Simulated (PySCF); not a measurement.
**Electron correlation in Se (selenium, neutral)**

[Ar] 3d10 4s2 4p4, high-spin 3P determinant. Computed with PySCF 2.14 in jorge-DZP-DKH (8s6p2d1f, 43 functions), with scalar relativity by spin-free X2C-1e. Frozen: [Ar] 3d10; 6 electrons correlated.

MP2 pair energies summed by pair of shells (mhartree):

| pair | energy | share (%) |
| --- | --- | --- |
| 4s-4p | -16.94 | 51.7 |
| 4p-4p | -10.90 | 33.2 |
| 4s-4s | -4.96 | 15.1 |

Total MP2 correlation energy: -32.80 mhartree.

Same-spin part -6.74 and opposite-spin part -26.06 mhartree; SCS-MP2 scales them by 1/3 and 6/5 to -33.52 mhartree.

| level | correlation energy (mhartree) |
| --- | --- |
| CCSD | -39.20 |
| (T) | -0.29 |
| CCSD(T) | -39.49 |

Diagnostics: T1 = 0.0022, D1 = 0.0043, largest double amplitude 0.037.

Cost of the coupled-cluster step: 0.45 s of wall time on 1 thread of Intel(R) Xeon(R) 6975P-C (shared host), for 6 correlated electrons.

Iterations:

```
CC2 = 0
CCSD nocc = (np.int64(4), np.int64(2)), nmo = (29, 29)
frozen orbitals [[0, 1, 2, 3, 4, 5, 6, 7, 8, 9, 10, 11, 12, 13], [0, 1, 2, 3, 4, 5, 6, 7, 8, 9, 10, 11, 12, 13]]
max_cycle = 100
direct = 0
conv_tol = 1e-08
conv_tol_normt = 1e-06
diis_space = 8
diis_start_cycle = 0
Init t2, MP2 energy = -0.0328043327028193
Init E_corr(UCCSD) = -0.0328043327143013
cycle = 1  E_corr(UCCSD) = -0.0379195060629689  dE = -0.00511517335  norm(t1,t2) = 0.0191887
cycle = 2  E_corr(UCCSD) = -0.0389130034039147  dE = -0.000993497341  norm(t1,t2) = 0.00461988
cycle = 3  E_corr(UCCSD) = -0.0392109853595133  dE = -0.000297981956  norm(t1,t2) = 0.00135457
cycle = 4  E_corr(UCCSD) = -0.039204463490943  dE = 6.52186857e-06  norm(t1,t2) = 0.000211798
cycle = 5  E_corr(UCCSD) = -0.0392049800257437  dE = -5.16534801e-07  norm(t1,t2) = 5.17418e-05
cycle = 6  E_corr(UCCSD) = -0.0392048907172107  dE = 8.9308533e-08  norm(t1,t2) = 6.60453e-06
cycle = 7  E_corr(UCCSD) = -0.0392049234491754  dE = -3.27319647e-08  norm(t1,t2) = 6.80623e-07
cycle = 8  E_corr(UCCSD) = -0.0392049191083204  dE = 4.34085502e-09  norm(t1,t2) = 1.40908e-07
UCCSD converged
E(UCCSD) = -2427.972015264598  E_corr = -0.03920491910832039
UCCSD(T) correction = -0.000290287755415678
```
